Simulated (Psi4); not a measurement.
C₃H₃F₃, singlet, at a GFN2-xTB geometry; MP4/cc-pVDZ (Psi4 1.11).

The Psi4 input:
```
memory 2 GB

molecule mol {
0 1
F    -1.798754    1.171437   -0.491576
C    -1.651994    0.158009    0.363205
C    -0.495275   -0.450400    0.550707
C     0.763124   -0.071613   -0.169002
F     1.732331    0.269328    0.718097
F     1.251034   -1.132439   -0.861202
H    -2.576235   -0.089558    0.864609
H    -0.414099   -1.265952    1.249842
H     0.633710    0.764607   -0.871782
}

set {
  basis cc-pvdz
  reference rhf
  freeze_core true
}

energy('mp4')
print_variables()
```

Q: Write the output that Psi4 gives for this input, abridged.

A: 
```
   => Loading Basis Set <=

    Name: CC-PVDZ
    Role: ORBITAL
    Keyword: BASIS

         ---------------------------------------------------------
                                   SCF
               by Justin Turney, Rob Parrish, Andy Simmonett
                          and Daniel G. A. Smith
                              RHF Reference
         ---------------------------------------------------------

  ==> Geometry <==

    Molecular point group: c1
    Full point group: C1

    Geometry (in Angstrom), charge = 0, multiplicity = 1:

       Center              X                  Y                   Z               Mass
    ------------   -----------------  -----------------  -----------------  -----------------
         F           -1.835423037130     1.162124991380    -0.472135902473    18.998403162730
         C           -1.688663037130     0.148696991380     0.382645097527    12.000000000000
         C           -0.531944037130    -0.459712008620     0.570147097527    12.000000000000
         C            0.726454962870    -0.080925008620    -0.149561902473    12.000000000000
         F            1.695661962870     0.260015991380     0.737537097527    18.998403162730
         F            1.214364962870    -1.141751008620    -0.841761902473    18.998403162730
         H           -2.612904037130    -0.098870008620     0.884049097527     1.007825032230
         H           -0.450768037130    -1.275264008620     1.269282097527     1.007825032230
         H            0.597040962870     0.755294991380    -0.852341902473     1.007825032230

  Running in c1 symmetry.

  Rotational constants: A =      0.23050  B =      0.06814  C =      0.06401 [cm^-1]
  Rotational constants: A =   6910.19749  B =   2042.84255  C =   1918.87737 [MHz]
  Nuclear repulsion =  237.382875247366144

  Charge       = 0
  Multiplicity = 1
  Electrons    = 48
  Nalpha       = 24
  Nbeta        = 24

  ==> Algorithm <==

  SCF Algorithm Type is PK.
  DIIS enabled.
  MOM disabled.
  Fractional occupation disabled.
  Guess Type is SAD.
  Energy threshold   = 1.00e-08
  Density threshold  = 1.00e-08
  Integral threshold = 1.00e-12

  ==> Primary Basis <==

  Basis Set: CC-PVDZ
    Blend: CC-PVDZ
    Number of shells: 45
    Number of basis functions: 99
    Number of Cartesian functions: 105
    Spherical Harmonics?: true
    Max angular momentum: 2

  ==> Integral Setup <==

  Using in-core PK algorithm.
   Calculation information:
      Number of atoms:                   9
      Number of AO shells:              45
      Number of primitives:            147
      Number of atomic orbitals:       105
      Number of basis functions:        99

      Integral cutoff                 1.00e-12
      Number of threads:                 1

  Performing in-core PK
  Using 24507450 doubles for integral storage.
  We computed 481955 shell quartets total.
  Whereas there are 536130 unique shell quartets.

  ==> DiskJK: Disk-Based J/K Matrices <==

    J tasked:                  Yes
    K tasked:                  Yes
    wK tasked:                  No
    Schwarz Cutoff:          1E-12

  Minimum eigenvalue in the overlap matrix is 2.4618619938E-03.
  Reciprocal condition number of the overlap matrix is 5.1440909437E-04.
    Using symmetric orthogonalization.

  ==> Pre-Iterations <==

  SCF Guess: Superposition of Atomic Densities via on-the-fly atomic UHF (no occupation information).

   -------------------------
    Irrep   Nso     Nmo
   -------------------------
     A         99      99
   -------------------------
    Total      99      99
   -------------------------

  ==> Iterations <==

                        Total Energy        Delta E     RMS |[F,P]|

   @RHF iter SAD:  -412.79967575964054   -4.12800e+02   0.00000e+00
   @RHF iter   1:  -413.55872234687035   -7.59047e-01   4.54099e-03 DIIS/ADIIS
   @RHF iter   2:  -413.63820111495033   -7.94788e-02   2.19856e-03 DIIS/ADIIS
   @RHF iter   3:  -413.65511942421307   -1.69183e-02   4.03549e-04 DIIS/ADIIS
   @RHF iter   4:  -413.65629045037804   -1.17103e-03   1.14577e-04 DIIS/ADIIS
   @RHF iter   5:  -413.65638134433584   -9.08940e-05   3.51104e-05 DIIS
   @RHF iter   6:  -413.65639251053875   -1.11662e-05   1.06436e-05 DIIS
   @RHF iter   7:  -413.65639426693849   -1.75640e-06   5.49784e-06 DIIS
   @RHF iter   8:  -413.65639451751429   -2.50576e-07   1.25436e-06 DIIS
   @RHF iter   9:  -413.65639454287123   -2.53569e-08   3.15520e-07 DIIS
   @RHF iter  10:  -413.65639454418908   -1.31786e-09   8.31192e-08 DIIS
   @RHF iter  11:  -413.65639454426838   -7.92966e-11   2.45259e-08 DIIS
   @RHF iter  12:  -413.65639454427316   -4.77485e-12   7.89365e-09 DIIS
  Energy and wave function converged.

  ==> Post-Iterations <==

    Orbital Energies [Eh]
    ---------------------

    Doubly Occupied:

[...]
    Virtual:

[...]
    Final Occupation by Irrep:
              A
    DOCC [    24 ]
    NA   [    24 ]
    NB   [    24 ]

  @RHF Final Energy:  -413.65639454427316

   => Energetics <=

    Nuclear Repulsion Energy =            237.3828752473661439
    One-Electron Energy =               -1044.7573330733755483
    Two-Electron Energy =                 393.7180632817361925
    Total Energy =                       -413.6563945442731551

Computation Completed

Properties will be evaluated at   0.000000,   0.000000,   0.000000 [a0]

Properties computed using the SCF density matrix

 Multipole Moments:

 ------------------------------------------------------------------------------------
     Multipole            Electronic (a.u.)      Nuclear  (a.u.)        Total (a.u.)
 ------------------------------------------------------------------------------------

 L = 1.  Multiply by 2.5417464519 to convert [e a0] to [Debye]
 Dipole X            :          2.3742265           -3.3261235           -0.9518971
 Dipole Y            :          0.7845402           -0.8446498           -0.0601096
 Dipole Z            :         -1.4199024            1.7633501            0.3434477
 Magnitude           :                                                    1.0137443

 ------------------------------------------------------------------------------------

 MINTS: Wrapper to libmints.
   by Justin Turney

   Calculation information:
      Number of threads:                 1
      Number of atoms:                   9
      Number of AO shells:              45
      Number of SO shells:              45
      Number of primitives:            147
      Number of atomic orbitals:       105
      Number of basis functions:        99

      Number of irreps:                  1
      Integral cutoff                 1.00e-12
      Number of functions per irrep: [  99 ]

 OEINTS: Overlap, kinetic, potential, dipole, and quadrupole integrals
         stored in file 35.

      Computed 10656504 non-zero two-electron integrals.
        Stored in file 33.

        ==> Transform all two-electron integrals <==

	Presorting SO-basis two-electron integrals.
	Sorting File: SO Ints (nn|nn) nbuckets = 1
	Constructing frozen core operators
	Starting first half-transformation.
	Sorting half-transformed integrals.
	First half integral transformation complete.
	Starting second half-transformation.
	Two-electron integral transformation complete.

        **********************************************************
        *                                                        *
        *                   CCSD Integral Sort                   *
        *                                                        *
        **********************************************************

        CC integral sort will use                    371.82 mb

        Number of (ab|cd) temporary files:                2
        Number of (ab|ci) temporary files:                3
        Starting temporary file number:                 270

        *****************************************************
        *                                                   *
        *                        MP4                        *
        *                  Eugene DePrince                  *
        *                                                   *
        *****************************************************

  ==> Input parameters <==

        Freeze core orbitals?                 yes
        Use frozen natural orbitals?           no
        r_convergence:                  1.000e-07
        e_convergence:                  1.000e-06
        Number of DIIS vectors:                 8
        Number of frozen core orbitals:         6
        Number of active occupied orbitals:    18
        Number of active virtual orbitals:     75
        Number of frozen virtual orbitals:      0

  ==> Memory <==

        minimum memory requirements for QCISD =        41.84 mb
        (T) algorithm:                                 31.38 mb (low-memory)
        memory requirements for QCISD(T) =             31.38 mb

  ==> Define tiling <==

        v(ab,cd) diagrams will be evaluated in   1 blocks.
        v(ab,ci) diagrams will be evaluated in   1 blocks over ov2.
        v(ab,ci) diagrams will be evaluated in   1 blocks over ov.

  Allocate cpu memory (   103.81 mb).....done.
  Initialize cpu memory..................done.

  ==> MP4(SDQ) <==

        OS MP2 correlation energy:            -0.695581018692
        SS MP2 correlation energy:            -0.249875276787
        MP2 correlation energy:               -0.945456295479
      * MP2 total energy:                   -414.601850839752

        OS MP2.5 correlation energy:          -0.716031807890
        SS MP2.5 correlation energy:          -0.239733593153
        MP2.5 correlation energy:             -0.955765401043
      * MP2.5 total energy:                 -414.612159945316

        OS MP3 correlation energy:            -0.736482597088
        SS MP3 correlation energy:            -0.229591909519
        MP3 correlation energy:               -0.966074506606
      * MP3 total energy:                   -414.622469050880

        OS MP4(SDQ) correlation energy:       -0.753054183412
        SS MP4(SDQ) correlation energy:       -0.219224955556
        MP4(SDQ) correlation energy:          -0.980698766323
      * MP4(SDQ) total energy:              -414.637093310596

        ==> Resort (ov|vv) integrals for low-memory (T) computation <==

        *******************************************************
        *                                                     *
        *                       MP4(T)                        *
        *                                                     *
        *******************************************************

        Using low-memory algorithm.

        num_threads:                      1
        memory requirements:       31.38 mb

        Number of abc combinations: 73150

        Computing (T) correction...

        % complete  total time
              10.0
              20.0
              30.0
              40.0
              50.0
              60.0
              70.0
              80.0
              90.0

        MP4(T) correlation energy:              -0.025539000989

        MP4(SDTQ) correlation energy:           -1.006237767312
      * MP4(SDTQ) total energy:               -414.662632311586

  Variable Map:
  ----------------------------------------------------------------------------
[...]
  Array Variable Map:
  ----------------------------------------------------------------------------
[...]
[...]
```
